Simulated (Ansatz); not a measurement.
Bond stretch in NLi, lowest triplet found (which spin is the ground state isn't settled by this scan).

- UHF/aug-cc-pVDZ (Ansatz, a quantum-chemistry and plane-wave program)
- UCCSD = CCSD on UHF/aug-cc-pVDZ, frozen core in Ansatz
- UCCSD(T) = CCSD(T) on UHF/aug-cc-pVDZ, frozen core (Ansatz)
- UCCSDT = CCSDT on UHF/aug-cc-pVDZ, frozen core (Ansatz)
- UCCSDT(Q) = CCSDT(Q) on UHF/aug-cc-pVDZ, frozen core in Ansatz
- UKS-PBE0 = unrestricted PBE0/aug-cc-pVDZ in Ansatz
- UKS-B3LYP = unrestricted B3LYP/aug-cc-pVDZ (Ansatz)
- UKS-PBE = unrestricted PBE/aug-cc-pVDZ run with Ansatz
- FCI = full CI/aug-cc-pVDZ, frozen core (Ansatz)

All curves are set to zero at 1.96 Å and compared with full CI in the same basis at 1.96, 2.02, 2.09, 2.15, 2.26, 2.36, 2.53, 2.67, 2.92, 3.17, 3.50, 3.91, 4.37, 4.96, 5.81, 6.74 Å.

Task: Which method stays most parallel to full CI over these points, and which least?

Result: UCCSDT(Q) has the smallest spread and UHF the largest. In order (eV): UCCSDT(Q) 0.0027, UCCSDT 0.0136, UCCSD(T) 0.0676, UCCSD 0.1257, UKS-PBE0 0.3306, UKS-PBE 0.5392, UKS-B3LYP 0.5501, UHF 1.3059.

Errors against full CI at some of the points (eV):

```tsv
method	2.53 Å	2.92 Å	3.91 Å	4.96 Å	6.74 Å
UCCSDT(Q)	-0.001	-0.001	0.001	0.000	-0.001
UCCSDT	0.005	0.002	-0.002	-0.006	-0.008
UCCSD(T)	0.042	0.046	-0.002	-0.019	-0.022
UCCSD	0.039	0.022	-0.063	-0.083	-0.086
UKS-PBE0	0.129	0.145	0.249	0.316	0.331
UKS-PBE	0.049	0.087	0.309	0.462	0.539
UKS-B3LYP	0.133	0.188	0.377	0.500	0.550
UHF	-0.470	-0.845	-1.202	-1.259	-1.270
```

The scan ran from 1.44 to 6.74 Å; beyond the distances shown full CI changes its symmetry label. The unrestricted determinant behind UHF, UCCSD, UCCSD(T), UCCSDT, UCCSDT(Q) is spin-contaminated at 2.09 to 6.74 Å (<S²> up to 3.0, against 2.00 for a pure triplet). The unrestricted determinant behind UKS-PBE0, UKS-B3LYP is spin-contaminated at 2.36 to 6.74 Å (<S²> up to 3.0, against 2.00 for a pure triplet). The unrestricted determinant behind UKS-PBE is spin-contaminated at 2.36 to 6.74 Å (<S²> up to 2.9, against 2.00 for a pure triplet).
